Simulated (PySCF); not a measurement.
# `O=C1C[Si@@H](Cl)[Si@@H](O)C1`, C₃H₇ClO₂Si₂

Molfile (atoms numbered from 1):
```
C3H7ClO2Si2
     RDKit          3D

 15 15  0  0  0  0  0  0  0  0999 V2000
   -0.4284   -0.8810    2.2225 O   0  0  0  0  0  0  0  0  0  0  0  0
   -0.4805   -0.8637    1.0143 C   0  0  0  0  0  0  0  0  0  0  0  0
   -1.6099   -0.2309    0.2463 C   0  0  0  0  0  0  0  0  0  0  0  0
   -0.8356    1.2246   -0.7602 Si  0  0  1  0  0  4  0  0  0  0  0  0
   -1.0513    2.9540    0.2724 Cl  0  0  0  0  0  0  0  0  0  0  0  0
    1.2803    0.2567   -0.7754 Si  0  0  1  0  0  4  0  0  0  0  0  0
    2.4499    1.0198    0.0479 O   0  0  0  0  0  0  0  0  0  0  0  0
    0.6442   -1.3226    0.1348 C   0  0  0  0  0  0  0  0  0  0  0  0
   -2.4004    0.0716    0.9316 H   0  0  0  0  0  0  0  0  0  0  0  0
   -2.0226   -0.9578   -0.4514 H   0  0  0  0  0  0  0  0  0  0  0  0
   -1.6039    1.3947   -1.9975 H   0  0  0  0  0  0  0  0  0  0  0  0
    1.9957   -0.0748   -2.0005 H   0  0  0  0  0  0  0  0  0  0  0  0
    2.3813    1.2657    0.9677 H   0  0  0  0  0  0  0  0  0  0  0  0
    1.4084   -1.8208    0.7289 H   0  0  0  0  0  0  0  0  0  0  0  0
    0.2682   -2.0275   -0.6033 H   0  0  0  0  0  0  0  0  0  0  0  0
  1  2  2  0
  2  3  1  0
  3  4  1  0
  4  5  1  0
  4  6  1  0
  6  7  1  0
  6  8  1  0
  8  2  1  0
  3  9  1  0
  3 10  1  0
  4 11  1  6
  6 12  1  6
  7 13  1  0
  8 14  1  0
  8 15  1  0
M  END
```

Method used: GIAO PW91/cc-pVDZ magnetisability, rotational g tensor and spin-rotation constants, non-relativistic, gas phase (PySCF 2.14.0). Geometry: GFN2-xTB.

(1) How diamagnetic is it, and how anisotropic?

(2) Split it along the inertial axes a, b, c into diamagnetic and paramagnetic parts about the centre of mass, with the quadrupole moment.

(3) And the rotational g tensor?

## Answers

(1) Isotropic -1383 × 10⁻³⁰ J/T², or -83.3 × 10⁻⁶ cm³/mol; principal values -1537, -1393, -1219 × 10⁻³⁰ J/T², anisotropy 275 × 10⁻³⁰ J/T² (root of half the summed squared differences of the principal values). The susceptibility is in cgs units.

(2) 
| axis | χ (10⁻⁶ cm³/mol) | diamagnetic (10⁻⁶ cm³/mol) | paramagnetic (10⁻⁶ cm³/mol) | summed x² of all electrons (Å²) | quadrupole Θ (D Å) |
| --- | --- | --- | --- | --- | --- |
| a | -85.8 | -936.9 | 851.1 | 218.0 | -1.18 |
| b | -82.9 | -1219.3 | 1136.3 | 151.4 | -6.12 |
| c | -81.1 | -1567.3 | 1486.2 | 69.4 | +7.29 |

Anisotropies 2χaa − χbb − χcc = -7.5 and 2χbb − χaa − χcc = +1.1 × 10⁻⁶ cm³/mol. Θ is traceless in Buckingham's convention.

(3) 
| axis | rotational constant (GHz) | g | nuclear part | electronic part |
| --- | --- | --- | --- | --- |
| a | 1.4415 | -0.0251 | 0.5513 | -0.5764 |
| b | 1.0334 | -0.0180 | 0.5337 | -0.5517 |
| c | 0.7830 | -0.0172 | 0.5295 | -0.5467 |

Asymmetric top; isotopes 12C, 35Cl, 1H, 16O, 28Si; no vibrational averaging.
